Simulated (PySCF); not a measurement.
FGe, SMILES [F][Ge] (connectivity only; charge and spin as stated), neutral, multiplicity 2. The structure is a stationary point at PBE0-D3(BJ)/def2-TZVPD.

Calculation: PBE0-D3(BJ)/def2-TZVPD (PySCF 2.14.0).

Harmonic wavenumbers (cm⁻¹): 664. Rotational constants (GHz): 10.87 (linear); symmetry number 1.

Work out the zero-point energy and the ideal-gas rigid-rotor harmonic-oscillator thermochemistry at 298.15 K and 1 atm.

ZPE = ½ Σ hcν = ½ × 664 cm⁻¹ = 3.97 kJ/mol. H − E(el) = 12.98 kJ/mol. Entropy in J/(mol K): translation 165.09, rotation 61.10, vibration 1.47, spin 5.76, total 233.42. G − E(el) = -56.61 kJ/mol. Cp = 32.87 J/(mol K).
